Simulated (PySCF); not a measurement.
Input for PySCF:
```python
from pyscf import gto, scf, dft

mol = gto.M(
    atom='''
Si   -0.000000   -0.000000   -1.673922
Br    0.000000    0.000000    0.669569
''',
    basis='def2-svp',
    charge=0,
    spin=1,
    verbose=5,
)

mf = dft.UKS(mol)
mf.xc = 'tpss'
mf.kernel()
mf.analyze()
```

**Question.** Predict the <S^2> from TPSS/def2-SVP (PySCF).

**Answer.** 0.756

**Question.** Predict the total energy from TPSS/def2-SVP.

**Answer.** -2863.1430 Eh

**Question.** What is the computed HOMO energy (TPSS/def2-SVP)?

**Answer.** -4.53 eV

**Question.** Give the dipole moment at the level TPSS/def2-SVP.

**Answer.** 1.15 D

**Question.** What number of basis functions does TPSS/def2-SVP give?

**Answer.** 50

These values belong to the state on which the SCF converged, which isn't shown to be the lowest.
